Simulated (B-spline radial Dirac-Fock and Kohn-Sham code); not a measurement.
## f′ and f″ of Cs, 525.2 eV to 1.536 keV

These are calculated numbers from a radial finite-basis atomic code; the model is the dispersion relation over Dirac-Hartree-Slater subshell photoionisation cross sections, with the Kissel-Pratt high-energy constant (isolated atom, no bound-bound lines or fine structure). The forward scattering factor is f₀ + f′ + i f″.

Input file task.json (cfg lists n, l and occupation; rrms is the nuclear radius in fm):

```json
{"items": [{
  "Z": 55,
  "q": 0,
  "cfg": [[1, 0, 2], [2, 0, 2], [2, 1, 6], [3, 0, 2], [3, 1, 6], [3, 2, 10], [4, 0, 2], [4, 1, 6], [4, 2, 10], [5, 0, 2], [5, 1, 6], [6, 0, 1]],
  "A": 133,
  "rrms": 4.8041,
  "do": "dispersion",
  "hv": [525.2, 569.1, 611.7, 706.6, 790.7, 1000.0, 1053.0, 1253.6, 1289.0, 1486.9, 1512.0, 1536.0, 1621.0, 1723.0, 1934.0, 2000.0, 2406.0, 2984.4, 3248.0, 4000.0, 4510.9, 4575.0, 5414.7, 5462.0, 5569.0, 6000.0, 6403.9, 6930.3, 8047.8, 9251.7, 10130.0, 12000.0, 12940.0, 13100.0, 15000.0, 17479.3, 18970.0, 19180.0, 22162.9, 24209.8, 25520.0, 30000.0, 40000.0, 56110.0],
  "edges": {"K": 35985.0, "L1": 5714.0, "L2": 5359.0, "L3": 5012.0, "M1": 1211.0, "M2": 1071.0, "M3": 1003.0, "M4": 740.5, "M5": 726.6, "N1": 232.3, "N2": 172.4, "N3": 161.3, "N4": 79.8, "N5": 77.5}
}]}
```

Command: `python xray2_run.py task.json out`

Edges near this range: M1 1211.0 eV, M2 1071.0 eV, M3 1003.0 eV, M4 740.5 eV, M5 726.6 eV.

```csv
hν (eV),λ (Å),f′ (e),f″ (e),tabulated f′,tabulated f″
525.2,23.61,-36.605,6.943,–,6.58
569.1,21.79,-38.214,6.759,–,6.40
611.7,20.27,-40.872,6.555,–,6.21
706.6,17.55,-65.403,6.066,–,5.90
790.7,15.68,-25.597,35.074,–,35.96
1000,12.40,-23.605,25.585,-23.31,28.20
1053,11.77,-18.834,27.793,-20.01,27.74
1253.6,9.890,-12.076,25.408,-12.38,24.60
1289,9.619,-11.127,24.610,-11.54,23.74
1486.9,8.338,-7.907,20.704,-8.21,19.79
1512,8.200,-7.636,20.273,-7.94,19.36
1536,8.072,?,?,?,?
```

Question: What are f′ and f″ at 1536 eV?

Answer: f′ = -7.397 and f″ = 19.873 electrons (tables: -7.68 and 18.96). By the optical theorem f″ corresponds to a photoabsorption cross section 2 rₑ λ f″ = 904000 b.

Tabulated f′: xraylib 4.2 anomalous scattering factors (Cullen et al., EPDL97); f″: Chantler's tables (J. Phys. Chem. Ref. Data 1995 and 2000). Both are theoretical tables.
